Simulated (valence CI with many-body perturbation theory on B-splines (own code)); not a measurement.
## Au72+: E2, E3, M1, M2 decay

Calculated by valence CI with perturbative core correlation (CI+MBPT): five valence electrons over a frozen Dirac-Fock core [He], a basis of 9 s, 9 p, 8 d, 6 f, 3 g, 1 h functions for each j, with the one-electron correlation potential Σ1 (screened to all orders), the two-electron term Σ2, the three-electron term Σ3, Breit, model QED; selected single and double excitations, second order for the rest (own B-spline code, finite nucleus).

No measured spectrum was set against this ion. As an estimate, large intervals hold to a few tenths of a per cent, small ones and those within an open d or f shell to about a per cent. Among the levels kept, up to 1100 cm⁻¹ of a level comes from second order outside the variational space, and about a tenth of that is noise between levels of different J, which matters for small intervals.

Lines 1 to 50 of 62 in falling wavelength, among levels below 13257 eV, chosen from the decays that carry over 1 % of a level's rate. Wavelengths and rates use the calculated energies. Electric multipoles are in the length gauge, E1 and E2 with the static RPA response of the core. Weak lines are less certain than strong ones. Lines between different terms over intervals too small for the method are left out, as are lines whose strength nearly cancels. The highest levels of a list are the least certain.

Levels are named by their leading jj configuration (3d3/2^4 stands for four electrons in 3d with j = 3/2), which in mixed levels can hold well under half, so a name can repeat and another be missing. Letters in brackets count levels of one name in rising energy.

| λ vac (Å) | Upper | Lower | Type | A (s⁻¹) | Branch % |
| --- | --- | --- | --- | --- | --- |
| 6.569 | (2s^2 2p1/2 2p3/2^2) J=3/2 | (2s^2 2p1/2^2 2p3/2) J=3/2 | M1 | 6.15e+10 | 99.8 |
| 6.552 | (2s^2 2p3/2^3) J=3/2 | (2s^2 2p1/2 2p3/2^2) J=1/2 | M1 | 1.53e+10 | 7.3 |
| 6.509 | (2s^2 2p1/2 2p3/2 3p1/2) J=1/2 | (2s^2 2p1/2^2 3p1/2) J=1/2 | M1 | 4.19e+10 | 1.5 |
| 6.490 | (2s^2 2p1/2 2p3/2^2) J=5/2 | (2s^2 2p1/2^2 2p3/2) J=3/2 | M1 | 1.02e+10 | 95.3 |
| 6.490 | (2s^2 2p1/2 2p3/2^2) J=5/2 | (2s^2 2p1/2^2 2p3/2) J=3/2 | E2 | 5.02e+08 | 4.7 |
| 6.354 | (2s^2 2p3/2^3) J=3/2 | (2s^2 2p1/2 2p3/2^2) J=5/2 | M1 | 1.67e+10 | 8.0 |
| 6.295 | (2s^2 2p1/2 2p3/2^2) J=1/2 | (2s^2 2p1/2^2 2p3/2) J=3/2 | M1 | 3.33e+10 | 98.8 |
| 6.295 | (2s^2 2p1/2 2p3/2^2) J=1/2 | (2s^2 2p1/2^2 2p3/2) J=3/2 | E2 | 4.19e+08 | 1.2 |
| 6.280 | (2s^2 2p3/2^3) J=3/2 | (2s^2 2p1/2 2p3/2^2) J=3/2 | M1 | 6.63e+10 | 31.8 |
| 1.228 | (2s^2 2p1/2 2p3/2 3p1/2) J=1/2 | (2s^2 2p1/2 2p3/2^2) J=1/2 | M1 | 3.57e+10 | 1.3 |
| 1.227 | (2s^2 2p1/2 2p3/2 3p1/2) J=3/2 [a] | (2s^2 2p1/2 2p3/2^2) J=1/2 | E2 | 4.04e+11 | 12.5 |
| 1.226 | (2s^2 2p1/2 2p3/2 3p1/2) J=5/2 | (2s^2 2p1/2 2p3/2^2) J=1/2 | E2 | 7.95e+11 | 19.1 |
| 1.221 | (2s^2 2p1/2 2p3/2 3p1/2) J=1/2 | (2s^2 2p1/2 2p3/2^2) J=5/2 | E2 | 8.47e+11 | 31.0 |
| 1.220 | (2s^2 2p1/2^2 3p1/2) J=1/2 | (2s^2 2p1/2^2 2p3/2) J=3/2 | E2 | 4.12e+12 | 94.6 |
| 1.220 | (2s^2 2p1/2^2 3p1/2) J=1/2 | (2s^2 2p1/2^2 2p3/2) J=3/2 | M1 | 1.09e+11 | 2.5 |
| 1.220 | (2s^2 2p1/2 2p3/2 3p1/2) J=3/2 [a] | (2s^2 2p1/2 2p3/2^2) J=5/2 | M1 | 6.55e+10 | 2.0 |
| 1.220 | (2s^2 2p1/2 2p3/2 3p1/2) J=3/2 [a] | (2s^2 2p1/2 2p3/2^2) J=5/2 | E2 | 3.57e+10 | 1.1 |
| 1.220 | (2s^2 2p1/2 2p3/2 3p1/2) J=3/2 [b] | (2s^2 2p1/2 2p3/2^2) J=1/2 | E2 | 3.86e+11 | 6.0 |
| 1.219 | (2s^2 2p1/2 2p3/2 3p1/2) J=5/2 | (2s^2 2p1/2 2p3/2^2) J=5/2 | E2 | 2.33e+12 | 56.0 |
| 1.219 | (2s^2 2p1/2 2p3/2 3p1/2) J=5/2 | (2s^2 2p1/2 2p3/2^2) J=5/2 | M1 | 5.21e+10 | 1.3 |
| 1.218 | (2s^2 2p1/2 2p3/2 3p1/2) J=1/2 | (2s^2 2p1/2 2p3/2^2) J=3/2 | E2 | 1.27e+12 | 46.5 |
| 1.218 | (2s^2 2p1/2 2p3/2 3p1/2) J=1/2 | (2s^2 2p1/2 2p3/2^2) J=3/2 | M1 | 9.31e+10 | 3.4 |
| 1.218 | (2s^2 2p1/2 2p3/2 3p1/2) J=3/2 [a] | (2s^2 2p1/2 2p3/2^2) J=3/2 | E2 | 2.48e+12 | 76.7 |
| 1.216 | (2s^2 2p1/2 2p3/2 3p1/2) J=5/2 | (2s^2 2p1/2 2p3/2^2) J=3/2 | E2 | 5.82e+11 | 14.0 |
| 1.213 | (2s^2 2p1/2 2p3/2 3p1/2) J=3/2 [b] | (2s^2 2p1/2 2p3/2^2) J=5/2 | E2 | 2.29e+12 | 35.9 |
| 1.210 | (2s^2 2p1/2 2p3/2 3p1/2) J=3/2 [b] | (2s^2 2p1/2 2p3/2^2) J=3/2 | E2 | 1.86e+11 | 2.9 |
| 1.162 | (2s^2 2p1/2 2p3/2 3p3/2) J=3/2 [a] | (2s^2 2p1/2 2p3/2^2) J=1/2 | E2 | 7.34e+10 | 1.1 |
| 1.159 | (2s^2 2p1/2 2p3/2 3p3/2) J=3/2 [b] | (2s^2 2p1/2 2p3/2^2) J=1/2 | E2 | 7.61e+11 | 14.2 |
| 1.159 | (2s 2p1/2^2 2p3/2 3p3/2) J=7/2 | (2s 2p1/2^2 2p3/2^2) J=5/2 | E2 | 1.39e+12 | 5.7 |
| 1.158 | (2s^2 2p1/2 2p3/2 3p3/2) J=5/2 [b] | (2s^2 2p1/2 2p3/2^2) J=1/2 | E2 | 8.24e+11 | 12.6 |
| 1.158 | (2s 2p1/2^2 2p3/2 3p3/2) J=1/2 [b] | (2s 2p1/2^2 2p3/2^2) J=3/2 | E2 | 2.49e+12 | 5.2 |
| 1.157 | (2s^2 2p1/2 2p3/2 3p3/2) J=5/2 [a] | (2s^2 2p1/2 2p3/2^2) J=5/2 | E2 | 3.25e+11 | 5.3 |
| 1.156 | (2s^2 2p1/2 2p3/2 3p3/2) J=1/2 [a] | (2s^2 2p1/2 2p3/2^2) J=5/2 | E2 | 3.44e+11 | 4.0 |
| 1.156 | (2s^2 2p1/2 2p3/2 3p3/2) J=3/2 [a] | (2s^2 2p1/2 2p3/2^2) J=5/2 | E2 | 1.02e+12 | 14.7 |
| 1.155 | (2s^2 2p1/2^2 3p3/2) J=3/2 | (2s^2 2p1/2^2 2p3/2) J=3/2 | E2 | 2.07e+12 | 39.2 |
| 1.155 | (2s^2 2p1/2 2p3/2 3p3/2) J=7/2 | (2s^2 2p1/2 2p3/2^2) J=5/2 | E2 | 1.47e+12 | 22.4 |
| 1.154 | (2s^2 2p1/2 2p3/2 3p3/2) J=5/2 [a] | (2s^2 2p1/2 2p3/2^2) J=3/2 | E2 | 1.28e+12 | 20.9 |
| 1.154 | (2s^2 2p1/2 2p3/2 3p3/2) J=1/2 [a] | (2s^2 2p1/2 2p3/2^2) J=3/2 | E2 | 1.36e+12 | 16.0 |
| 1.153 | (2s^2 2p1/2 2p3/2 3p3/2) J=3/2 [a] | (2s^2 2p1/2 2p3/2^2) J=3/2 | E2 | 4.66e+11 | 6.7 |
| 1.153 | (2s^2 2p1/2 2p3/2 3p3/2) J=7/2 | (2s^2 2p1/2 2p3/2^2) J=3/2 | E2 | 1.66e+11 | 2.5 |
| 1.153 | (2s^2 2p1/2 2p3/2 3p3/2) J=3/2 [b] | (2s^2 2p1/2 2p3/2^2) J=5/2 | E2 | 1.17e+11 | 2.2 |
| 1.149 | (2s^2 2p1/2 2p3/2 3p3/2) J=1/2 [b] | (2s^2 2p1/2 2p3/2^2) J=5/2 | E2 | 2.84e+12 | 27.8 |
| 1.147 | (2s^2 2p1/2 2p3/2 3p3/2) J=1/2 [b] | (2s^2 2p1/2 2p3/2^2) J=3/2 | E2 | 1.32e+12 | 13.0 |
| 1.145 | (2s 2p1/2^2 2p3/2 3p3/2) J=1/2 [b] | (2s 2p1/2^2 2p3/2^2) J=5/2 | E2 | 7.52e+11 | 1.6 |
| 1.133 | (2s 2p1/2^2 2p3/2 3d5/2) J=9/2 | (2s 2p1/2^2 2p3/2^2) J=5/2 | M2 | 1.27e+11 | 46.2 |
| 1.133 | (2s 2p1/2^2 2p3/2 3d5/2) J=9/2 | (2s 2p1/2^2 2p3/2^2) J=5/2 | E3 | 8.02e+09 | 2.9 |
| 1.129 | (2s^2 2p1/2 2p3/2 3d5/2) J=9/2 | (2s^2 2p1/2 2p3/2^2) J=5/2 | M2 | 1.27e+11 | 45.7 |
| 1.129 | (2s^2 2p1/2 2p3/2 3d5/2) J=9/2 | (2s^2 2p1/2 2p3/2^2) J=5/2 | E3 | 8.27e+09 | 3.0 |
| 0.9819 | (2s^2 2p1/2 2p3/2 3p3/2) J=5/2 [a] | (2s^2 2p1/2^2 2p3/2) J=3/2 | E2 | 4.85e+11 | 7.9 |
| 0.9815 | (2s^2 2p1/2 2p3/2 3p3/2) J=1/2 [a] | (2s^2 2p1/2^2 2p3/2) J=3/2 | E2 | 1.01e+12 | 11.8 |
